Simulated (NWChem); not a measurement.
The numbers come from NWChem runs, not from measurements. System: H$_{3}$BN, charge 0, spin multiplicity 2, at a geometry optimised with UB3LYP/def2-SVP. The structure started from a generated list of species. Its SCF solution wasn't tested for a lower state. Level: UB3LYP/6-31G* (spherical d), VWN1-RPA local correlation.

Input file:

```
start mol
memory heap 200 mb stack 900 mb global 1100 mb
geometry units angstroms nocenter noautoz
  B      0.686454    -0.102372     0.000000
  N     -0.630134     0.097508     0.000000
  H      1.461679     0.840117     0.000000
  H      1.143972    -1.234408     0.000000
  H     -1.626986     0.223595     0.000000
  symmetry group Cs
end
basis spherical
  * library 6-31g*
end
dft
  xc b3lyp
  odft
  mult 2
  semidirect memsize 60000000 filesize 0
  iterations 100
end
task dft energy
```

Part of the output:

```
             Northwest Computational Chemistry Package (NWChem) 7.3.0
             --------------------------------------------------------

                                NWChem Input Module
                                -------------------

 Scaling coordinates for geometry "geometry" by  1.889725989
 (inverse scale =  0.529177249)

 Turning off AUTOSYM since
 SYMMETRY directive was detected!

                             Geometry "geometry" -> ""
                             -------------------------

 Output coordinates in angstroms (scale by  1.889725989 to convert to a.u.)

  No.       Tag          Charge          X              Y              Z
 ---- ---------------- ---------- -------------- -------------- --------------
    1 B                    5.0000     0.68645400    -0.10237200     0.00000000
    2 N                    7.0000    -0.63013400     0.09750800     0.00000000
    3 H                    1.0000     1.46167900     0.84011700     0.00000000
    4 H                    1.0000     1.14397200    -1.23440800     0.00000000
    5 H                    1.0000    -1.62698600     0.22359500     0.00000000

 Effective nuclear repulsion energy (a.u.)      26.9901232741

            Nuclear Dipole moment (a.u.)
            ----------------------------
        X                 Y               Z
 ---------------- ---------------- ----------------
    -0.0000056692    -0.0000000000     0.0000000000

      Symmetry information
      --------------------

 Group name             Cs
 Group number              2
 Group order               2
 No. of unique centers     5

      Symmetry unique atoms

     1    2    3    4    5


 Summary of "ao basis" -> "" (spherical)
 ------------------------------------------------------------------------------
       Tag                 Description            Shells   Functions and Types
 ---------------- ------------------------------  ------  ---------------------
 *                           6-31g*                   on all atoms

                                 NWChem DFT Module
                                 -----------------
[...]
  ----- ------------  ---------------      ----- ------------  ---------------
    18      0.523625  2 N  py                22      0.481806  2 N  py
    32      0.346959  4 H  s                 30     -0.344829  3 H  s
    31      0.146023  4 H  s                 29     -0.144678  3 H  s
     8      0.112117  1 B  py                 4     -0.071670  1 B  py
    17      0.070976  2 N  px                21      0.062332  2 N  px

 Vector    9  Occ=0.000000D+00  E= 2.766024D-02  Symmetry=a"
              MO Center=  5.2D-01, -7.7D-02,  1.2D-16, r^2= 2.1D+00
   Bfn.  Coefficient  Atom+Function         Bfn.  Coefficient  Atom+Function
  ----- ------------  ---------------      ----- ------------  ---------------
     9      0.725343  1 B  pz                23     -0.480666  2 N  pz
     5      0.441301  1 B  pz                19     -0.332228  2 N  pz
    27     -0.028700  2 N  d  1

 Vector   10  Occ=0.000000D+00  E= 9.321886D-02  Symmetry=a'
              MO Center= -1.7D+00,  2.4D-01, -1.2D-15, r^2= 1.9D+00
   Bfn.  Coefficient  Atom+Function         Bfn.  Coefficient  Atom+Function
  ----- ------------  ---------------      ----- ------------  ---------------
    34      1.726493  5 H  s                 20     -1.414078  2 N  s
    21      0.599707  2 N  px                17      0.252619  2 N  px
     7     -0.204184  1 B  px                 6      0.200293  1 B  s
    16     -0.179213  2 N  s                 33      0.140745  5 H  s
     3     -0.135720  1 B  px                15      0.105613  2 N  s

   alpha - beta orbital overlaps
   -----------------------------

   alpha      1      2      3      4      5      6      7      8      9     10
    beta      1      2      3      4      5      6      7      8      9     10
 overlap   1.000  1.000  0.999  1.000  0.999  0.951  0.999  0.949  0.999  0.999

   alpha     11     12     13     14     15     16     17     18     19     20
    beta     11     12     13     14     15     16     17     18     19     20
 overlap   0.997  0.997  0.995  0.997  1.000  1.000  0.999  1.000  0.985  0.996

   alpha     21     22     23     24     25     26     27     28     29     30
    beta     22     21     23     24     25     26     27     28     29     30
 overlap   0.981  0.991  0.999  0.999  1.000  0.999  0.995  0.999  0.999  0.983

   alpha     31     32     33     34
    beta     31     32     33     34
 overlap   0.988  1.000  0.999  1.000

     --------------------------
     Expectation value of S2:
     --------------------------
      <S2> =      0.7576 (Exact =     0.7500)

 center of mass
 --------------
 x =  -0.01888001 y =   0.00447121 z =   0.00000000

 moments of inertia (a.u.)
 ------------------
           9.091041824639           7.804969231616           0.000000000000
           7.804969231616          60.297829618453           0.000000000000
           0.000000000000           0.000000000000          69.388871443092

     Multipole analysis of the density
     ---------------------------------

     L   x y z        total         alpha         beta         nuclear
     -   - - -        -----         -----         ----         -------
     0   0 0 0     -0.000000     -8.000000     -7.000000     15.000000

     1   1 0 0     -0.632105     -0.064117     -0.567982     -0.000006
     1   0 1 0      0.081751     -0.002006      0.083757     -0.000000
     1   0 0 1     -0.000000     -0.000000     -0.000000      0.000000

     2   2 0 0     -7.544684    -25.461187    -22.178829     40.095333
     2   1 1 0     -0.347369      2.294827      2.105187     -4.747383
     2   1 0 1      0.000000      0.000000     -0.000000      0.000000
     2   0 2 0    -10.097362    -10.518722     -8.143871      8.565231
     2   0 1 1     -0.000000      0.000000     -0.000000      0.000000
     2   0 0 2    -10.117273     -5.244410     -4.872863      0.000000

 Task  times  cpu:        1.0s     wall:        1.0s

 Total times  cpu:        1.0s     wall:        1.0s
```
